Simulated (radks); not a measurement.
The potassium anion K-, [Ar] 4s2, held by a Watson sphere: a shell of charge +1 at radius R that stands for the Madelung well of a crystal (potential energy -1/R inside, -1/r outside, in hartree with lengths in bohr). Method: scalar-relativistic Kohn-Sham, LDA (Slater exchange, Perdew-Wang correlation), spin-unpolarised, spherical densities, point nucleus; computed with a radial shooting solver on a logarithmic mesh with Libxc functionals. Response by self-consistent Sternheimer equations with the Hartree and adiabatic LDA kernel, the relativistic mass of each level held fixed and spin-orbit coupling left out. The sphere does not respond.

R (bohr)  e(3s) (eV)  e(3p) (eV)  e(4s) (eV)  <r> 4s (bohr)  sum of <r^2> (bohr^2)  X-ray form factor at sin(theta)/lambda = 0.2 1/angstrom  alpha (bohr^3)
2.13         -38.972     -22.629      -3.719          4.145                  59.04                                                   13.685           166.1
2.87         -36.787     -20.508      -3.636          4.263                  61.62                                                   13.642           180.5
3.6          -35.607     -19.320      -3.460          4.471                  65.66                                                   13.647           212.3
3.62         -35.584     -19.296      -3.454          4.477                  65.78                                                   13.648           213.4
3.9          -35.295     -19.002      -3.371          4.568                  67.61                                                   13.654           229.5
3.93         -35.268     -18.974      -3.362          4.578                  67.81                                                   13.655           231.4
4.45         -34.883     -18.580      -3.198          4.752                  71.45                                                   13.669           266.2
5.21         -34.522     -18.208      -2.956          5.001                  77.02                                                   13.687           326.1
